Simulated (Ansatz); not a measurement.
Consider the hydrogenolysis of a Ga–C bond: `C#[C][Ga]([CH3])[C]#C` + H₂ → `C#[C][GaH][CH3]` + `C#C`.

Computed with Ansatz on PBE0-D4/def2-TZVP structures; ΔE is electronic, products minus reactants. CCSD(T)/CBS is the MP2 limit (def2-TZVPP, def2-QZVPP) plus CCSD(T) − MP2 in def2-TZVPP, frozen cores. This one scheme is used for every species. DFT in def2-TZVPP. For Ga outer-core shells are correlated without core-valence functions, which leaves a few kJ/mol of doubt a bond. Scalar relativity is left out up to krypton.

```csv
level,ΔE (kcal/mol)
B97M-V,3.5
ωB97X-V,4.9
```

**Question.** What does CCSD(T)/CBS give? (Best estimate.)

**Answer.** The calculation gave: +6.5 kcal/mol. The listed levels differ from it by -3.0, -1.6 kcal/mol.

Largest T1 diagnostic among the species: 0.013.

In def2-TZVPP, CCSD(T) changes the Hartree–Fock value by +4.8 kcal/mol (the triples alone add +1.2 kcal/mol) and MP2 by +6.7 kcal/mol. The D4 term adds +1.9 kcal/mol with B3LYP and +1.1 kcal/mol with PBE0; it sums over pairs of atoms, weighted by their polarisabilities, and B3LYP, whose exchange is more repulsive, gets the larger term.

B3LYP here is the variant with VWN-RPA as its local correlation; programs differ in this.
